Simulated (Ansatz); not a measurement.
A nudged elastic band was laid between two geometries of C2H8OSiTe (13 atoms, charge 0, multiplicity 1).

Level of theory: RKS PBE-D4/def2-SVP in Ansatz 0.2.0.

```json
{
  "movable images": "8",
  "climbing image": "no",
  "spring": "5.0 eV/Å²",
  "optimiser": "quadratic models (default)",
  "start path": "IDPP",
  "force threshold": "0.03 eV/Å",
  "iteration limit": "59",
  "end points": "relaxed"
}
```

Initial state:

```xyz
13
Properties=species:S:1:pos:R:3
C -1.658 -0.568 1.086
O -1.085 0.074 -0.039
C 0.288 -0.058 -0.161
Si 0.866 0.620 -1.849
Te 1.482 1.095 1.404
H -2.749 -0.393 1.046
H -1.458 -1.665 1.075
H -1.246 -0.139 2.030
H 0.646 -1.101 0.012
H 0.758 2.119 -1.846
H -0.002 0.066 -2.949
H 2.292 0.204 -2.069
H 1.888 -0.288 2.275
```

Final state:

```xyz
13
Properties=species:S:1:pos:R:3
C -1.611 -0.345 1.239
O -1.039 0.297 0.115
C 0.250 -0.095 -0.200
Si 0.768 0.648 -1.881
Te 1.830 0.599 1.291
H -1.654 -1.451 1.100
H -1.019 -0.125 2.159
H -2.638 0.048 1.357
H 0.391 -1.202 -0.173
H 0.991 2.126 -1.723
H -0.318 0.419 -2.899
H 2.035 -0.020 -2.330
H 2.035 -0.933 1.960
```

(1) Which bonds break or form, and what moves?

(2) What energy profile does the band end with?

(3) What is the geometry of the highest image?

The band took 7 iterations and of the order of 6 core-minutes.

## Answers

(1) No bond is made or broken. The dihedral H7–C1–O2–C3 goes from -59 to 62°. The two ends are copies of one structure, up to a mirror image or an exchange of like atoms.

(2) The forces met the threshold. The highest image is number 5 of 0 to 9, 0.108 eV above the ends, which have the same energy within 2 meV. No image climbed, so the highest image needn't sit at the top of the path.

| image | path coordinate (Å) | energy (eV) | dihedral H7–C1–O2–C3 (°) |
| --- | --- | --- | --- |
| 0 | 0.00 | 0.000 | -59 |
| 1 | 0.40 | 0.009 | -49 |
| 2 | 0.81 | 0.037 | -37 |
| 3 | 1.21 | 0.075 | -23 |
| 4 | 1.62 | 0.106 | -7 |
| 5 | 2.02 | 0.108 | 11 |
| 6 | 2.43 | 0.079 | 27 |
| 7 | 2.83 | 0.039 | 41 |
| 8 | 3.24 | 0.010 | 53 |
| 9 | 3.64 | 0.000 | 62 |

(3) 
```xyz
13
Properties=species:S:1:pos:R:3
C -1.650 -0.390 1.210
O -1.018 0.298 0.137
C 0.268 -0.086 -0.189
Si 0.783 0.701 -1.850
Te 1.847 0.585 1.325
H -2.476 -1.023 0.818
H -0.931 -1.029 1.766
H -2.072 0.353 1.918
H 0.423 -1.191 -0.191
H 0.969 2.181 -1.663
H -0.288 0.467 -2.883
H 2.069 0.071 -2.301
H 2.095 -0.972 1.917
```

Run time: 3.1 min on 2 threads of Arm Neoverse V1, on a shared host, peak memory 0.18 GiB.
